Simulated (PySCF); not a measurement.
**Molecular orbitals of TePb**

PBE0 at R = 2.611 Å; Te cc-pVDZ-PP with ECP28, Pb cc-pVDZ-PP with ECP60; scalar-relativistic core potentials (PySCF 2.14). State: triplet, unpaired electrons π ↑↑, a mixture of terms (⟨Lz²⟩ = 2.0), a second solution, started from another occupation. Only the outer orbitals are listed, counted within each symmetry, core potentials removing the inner ones.

```csv
spin,orbital,occ.,ε (eV),on Te (%),main shells (%)
α,7σ,1,-17.78,81,"79 Te s, 14 Pb s"
α,8σ,1,-13.34,25,"75 Pb s, 16 Te s, 9 Te p"
α,5π,1,-8.04,88,"88 Te p, 11 Pb p"
α,9σ,1,-7.26,61,"60 Te p, 28 Pb p, 10 Pb s"
α,5π,1,-7.07,86,"86 Te p, 13 Pb p"
α,6π,1,-4.43,12,"88 Pb p, 11 Te p"
α,6π,0,-2.56,14,"86 Pb p, 13 Te p"
α,10σ,0,-0.06,22,"80 Pb p, 25 Te p"
α,11σ,0,4.74,23,"37 Pb s, 35 Pb p, 19 Te d"
β,7σ,1,-16.81,79,"77 Te s, 16 Pb s"
β,8σ,1,-12.54,28,"72 Pb s, 18 Te s, 9 Te p"
β,9σ,1,-6.85,60,"59 Te p, 28 Pb p, 10 Pb s"
β,5π,1,-6.72,86,"85 Te p, 13 Pb p"
β,5π,0,-4.51,83,"83 Te p, 15 Pb p"
β,6π,0,-2.22,14,"86 Pb p, 13 Te p"
β,6π,0,-1.46,17,"84 Pb p, 15 Te p"
```

Problem. Which are the highest filled and the lowest empty level, where do they sit, and how wide is the gap?

Solution. Highest filled α 6π at -4.43 eV (in %: 88 Pb p, 11 Te p); lowest empty β 5π at -4.51 eV (in %: 83 Te p, 15 Pb p); the gap at PBE0 is -0.08 eV.

- bond order (Mayer): 1.33
- ⟨S²⟩: 2.004
- charge on Te (Mulliken, basis-dependent): -0.11
- charge on Te (Löwdin, basis-dependent): -0.01
- dipole moment (positive dipole means Te(−)Pb(+)): 0.86 D

Spin–orbit coupling is left out, which matters for elements this heavy, above all for dissociation energies. Counting both spins, an empty level lies below a filled one in this solution, because spin and occupation are held.
